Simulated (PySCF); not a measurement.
C3H5NOSi.
Numbering: `[N:1]#[C:2][CH2:3][C:4](=[O:5])[SiH3:6]` (hydrogens: H7, H8 on C3; H9, H10, H11 on Si6)

The geometry is computed with GFN2-xTB (gas phase).

Q: Give the optimised bond lengths and angles.

A: 
```tsv
bond	length (pm)	order
N1≡C2	114.3	triple
C2–C3	143.5	single
C3–C4	153.3	single
C4=O5	120.5	double
C4–Si6	192.8	single
C3–H7, C3–H8	109.4	single
Si6–H9, Si6–H10, Si6–H11	146.0	single
```

Bonds in one row agree within 1 pm and their mean is given. Orders are formal, as drawn. A selection of angles:
```tsv
angle	degrees
N1–C2–C3	178.6
C2–C3–C4	110.4
C2–C3–H7	109.0
C4–C3–H7	107.7
C4–C3–H8	110.3
H7–C3–H8	109.6
C3–C4–O5	120.3
C3–C4–Si6	118.0
O5–C4–Si6	121.6
C4–Si6–H9	107.1
C4–Si6–H10	106.2
H9–Si6–H10	112.2
H10–Si6–H11	112.6
```

Torsions: C2–C3–C4–O5 127° (anticlinal). The mirror-image conformer, all signs reversed, is as good.

The 2 C–C bonds span 1.435 Å (C2–C3, drawn single) to 1.533 Å (C3–C4, drawn single), a spread of 0.098 Å. Si6 (SiH3 silicon) is tetrahedral (angles from 106.1° to 112.6°). Of the pairs four or more bonds apart, N1···Si6 is among the closest relative to their van der Waals radii: 3.83 Å, 105 % of the sum of Bondi's values.

Point group: C1 (no symmetry element, even within 0.4 Å). Not checked by GFN2-xTB frequencies. The numbers are those of one conformer.
